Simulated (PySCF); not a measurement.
All values below come from PBE-D3(BJ)/def2-TZVP // PBE0-D3(BJ)/def2-SVP (PySCF 2.14.0). Isolated molecules, 0 K electronic values unless said otherwise. One relaxed conformer stands for a flexible species; it need not be the lowest. Excitations are Tamm–Dancoff values on a coarser integration grid. The basis has no diffuse functions, so Rydberg states are missing or too high.

Reference species (SMILES): `[SiH3][Si]([SiH2]F)([SiH3])[SiH3]` (F–Si–Si–Si torsion 180°) (neutral, multiplicity 1).

The LUMO is -1.87 eV and the T1 excitation (TDA) is 4.72 eV.

Changed species: `[SiH3][Si]([SiH3])([SiH3])[SiH2]S` (Si–Si–Si–S torsion -59°, Si–Si–S–H torsion -180°) (one H of a SiH3 unit replaced by mercapto; the reference has one H of a SiH3 unit replaced by fluoro).

**Question.** Predict the effect on the LUMO and T1 excitation (TDA).

**Answer.** the LUMO goes up by 0.32 eV, to -1.55 eV; the T1 excitation (TDA) falls by 0.12 eV, to 4.60 eV.
